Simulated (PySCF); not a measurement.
In(Br)(Me)(NH2) (CH₅BrInN), SMILES [CH3][In]([NH2])[Br]. Geometry optimised at PBE-D3(BJ)/def2-SVP. The structure was generated by enumeration; whether it is a known compound was not checked. The def2 effective core potentials stand for the cores of In; spin–orbit coupling is left out. One conformer was computed; it need not be the lowest.

### Question
Give the equilibrium geometry at PBE-D3(BJ)/def2-SVP (PySCF confirms it by a frequency run) as a Z-matrix. (Estimate from the structure and the level; the computed values follow.)

### Answer
This is not unique; one that fits is 
```
In
N 1 2.0476
H 2 1.0263 1 117.14
H 2 1.0266 3 108.89 1 132.10
C 1 2.1608 2 131.77 3 -37.43
H 5 1.1056 1 110.59 2 10.04
H 5 1.1060 6 110.19 1 -119.98
H 5 1.1065 6 110.06 7 -120.50
Br 1 2.5338 2 109.36 3 152.30
```
